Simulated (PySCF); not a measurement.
Fill in the blanks.

C₃H₉Si (charge -1).
InChI=1S/C3H9Si/c1-3(2)4/h3H,4H2,1-2H3/q-1

```csv
property,level,value
"rotational constants A, B, C",PBE0-D3(BJ)/def2-SVP,"7.645, 4.003, 2.935 GHz"
HOMO energy,B3LYP/pcSseg-2,?
LUMO energy,B3LYP/pcSseg-2,?
13C chemical shifts (computed TMS as zero) by class,GIAO B3LYP/pcSseg-2,?
1H chemical shifts (computed TMS as zero) by class,GIAO B3LYP/pcSseg-2,"3.00 (2 H), 1.22 (6 H), 0.32 (1 H) ppm"
"isotropic shieldings of nuclei other than C and H, by class",GIAO B3LYP/pcSseg-2,392 (1 Si) ppm
core binding energies,"ΔSCF SCAN, pcX-2 on the ionised atom, pcseg-1 elsewhere, spin-free X2C, 2p3/2 from a spin–orbit splitting computed afterwards within the 2p shell",?
```

Electronic properties: PySCF, gas phase, density fitting. Isolated species at its PBE0-D3(BJ)/def2-SVP geometry (one conformer only). The geometry's basis has no diffuse functions, a weakness for an anion. NMR classes are plain means over equivalent atoms (diastereotopic ones count apart unless rotation or inversion swaps them), as if these changed places fast; in this geometry the members of some classes differ. The HOMO energy is positive, so at this level the finite basis confines the outermost electrons. No diffuse functions stand in pcSseg-2, which bears on an anion's orbital energies.

The 13C chemical shifts (computed TMS as zero) by class?

33.8 (2 C), 29.7 (1 C) ppm.

Give the core binding energies.

Si2p3/2 99.3, C1s 284.8, C1s 285.9 (×2), Si1s 1839.1 eV.

The LUMO energy?

3.91 eV.

The HOMO energy?

0.24 eV.

With B = h/(8π²I), that is 505.379 GHz u Å² over I, the principal moments of inertia are 66.1, 126.2 and 172.2 u Å² (most abundant isotopes). The rotational constants make it an asymmetric top with κ = (2B − A − C)/(A − C) = -0.55, nearer the prolate limit (−1).
